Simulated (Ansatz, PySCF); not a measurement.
This Ansatz (a quantum-chemistry and plane-wave program) input computes a r2SCAN/def2-TZVPD energy:

Ansatz 0.2 input:
```yaml
crystal:
  periodic: [false, false, false]
  atoms:
    - {symbol: Ge, position_ang: [0.01490925, -0.00173331, -0.04323745]}
    - {symbol: H, position_ang: [-1.12847948, -1.21083991, -0.61054052]}
    - {symbol: H, position_ang: [0.45515795, -0.83933470, 1.23571956]}
    - {symbol: H, position_ang: [-1.09840494, 0.91411704, 0.62972293]}
    - {symbol: H, position_ang: [1.29463033, 1.19152362, 0.12869629]}
basis:
  gaussian:
    orbitals: def2-TZVPD
hamiltonian:
  xc: {name: r2SCAN}
total_charge: -1
magnetization: {spin_polarized: true, initial_magnetization: 1}
output: {forces: true}
```

Question: Write an input for the same energy in PySCF and say what it gives.

Answer: 
```python
from pyscf import gto, scf, dft

mol = gto.M(
    atom='''
    Ge    0.01490925   -0.00173331   -0.04323745
    H    -1.12847948   -1.21083991   -0.61054052
    H     0.45515795   -0.83933470    1.23571956
    H    -1.09840494    0.91411704    0.62972293
    H     1.29463033    1.19152362    0.12869629
    ''',
    basis='def2-tzvpd',
    charge=-1,
    spin=1,
    verbose=4,
)

mf = dft.UKS(mol, xc='r2scan').density_fit(auxbasis='def2-universal-jkfit')
mf.grids.level = 4
mf.conv_tol = 1e-9
mf.max_cycle = 100
mf.max_memory = 1500
mf.kernel()
if not mf.converged:
    mf = mf.newton()
    mf.kernel(mf.make_rdm1())
for _ in range(2):
    mo, _, stable, _ = mf.stability(return_status=True)
    if stable:
        break
    mf.kernel(mf.make_rdm1(mo, mf.mo_occ))
mf.analyze()
```
It gives -2079.32893 Eh, and Ansatz -2079.32882 Eh, a difference of 0.11 mEh, from the treatment of integrals and grids.
